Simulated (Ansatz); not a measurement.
`C=C[SiH](Br)C=C` from Hartree–Fock to CCSD(T)

```xyz
13

C    -0.199    2.542   -0.732
C    -0.661    1.407   -0.218
Si   -0.058   -0.295   -0.638
Br    1.543   -0.125   -2.184
C     0.617   -1.176    0.844
C     0.120   -2.338    1.258
H     0.594    2.548   -1.474
H    -0.594    3.509   -0.435
H    -1.459    1.462    0.524
H    -1.145   -1.126   -1.214
H     1.435   -0.724    1.401
H     0.501   -2.851    2.137
H    -0.693   -2.831    0.732
```

Charge 0, multiplicity 1. Correlated methods include outer-core shells of Br, which these sets cover unevenly. Scalar relativity is left out up to krypton. The geometry is a stationary point of PBE0-D4/def2-TZVP. It is one conformer, not always the lowest. Frozen core, restricted reference, Ansatz.

```csv
basis,HF (Eh),MP2 corr.,CCSD corr.,(T),CCSD(T) total
def2-SVP,-3016.39299,-0.85157,-0.90925,-0.03025,-3017.33249
def2-TZVPP,-3016.98691,-1.03654,-1.08699,-0.04752,-3018.12142
def2-QZVPP,-3017.05201,-1.40543,–,–,–
```
